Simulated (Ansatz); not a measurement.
ClF$_{2}$HNV (`[NH]=[V]([F])([F])[Cl]`) at its PBE0-D4/def2-TZVP geometry, where that method's forces vanish. The species carries charge 0 and has multiplicity 1.

```xyz
6

N     0.8053    0.0854    0.8571
V    -0.3489   -0.0024   -0.2327
F    -1.5019   -1.1687    0.2923
F    -1.0660    1.5554   -0.3887
Cl    0.5667   -0.6093   -2.0744
H     1.5449    0.1396    1.5464
```

Question: What forces (eV/Å) does PBE-D4/def2-TZVPP give on these atoms in Ansatz? (Best estimate.)

Answer: Ansatz gave: 
```
N1   0.900  0.068  0.847
V2  -0.509 -0.146 -0.909
F3  -0.490 -0.493  0.226
F4  -0.306  0.661 -0.062
Cl5  0.165 -0.110 -0.335
H6   0.241  0.020  0.233
```
